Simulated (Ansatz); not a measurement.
**Question.** Name a neutral molecule of Al, C, S and H with HOMO–LUMO gap (PBE0/def2-TZVPP) between 6.50 and 6.80 eV and LUMO energy (PBE0/def2-TZVPP) between -0.10 and 0.20 eV (Ansatz, PBE0-D4/def2-TZVP geometry).

**Answer.** `[CH3][Al]([CH3])[CH2]S` (6.75 eV, -0.07 eV). Other molecules can fit too; these were computed, each in one conformer that needn't be the lowest.
